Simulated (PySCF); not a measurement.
CF3GeNO, SMILES O=C=[N][Ge]([F])([F])[F].

Coordinates come from a B3LYP-D3(BJ)/def2-SVP optimisation. This is a generated structure with no PubChem entry under its InChIKey; it may be hypothetical. One conformer was computed; it need not be the lowest.

The numbers are results of B3LYP/def2-TZVP run with PySCF, not measurements.

Computed frontier levels, gap, dipole moment and polarisability:
- highest occupied level = -9.70 eV
- lowest empty level = -1.90 eV
- orbital gap = 7.80 eV
- dipole moment = 0.60 D
- quadrupole, principal values (traceless, Buckingham form, about the centre of nuclear charge) = -4.61, 2.19, 2.42 D·Å
- mean static polarisability = 43.1 bohr³ (6.38 Å³)
- polarisability, principal values = 32.9, 33.5, 62.8 bohr³
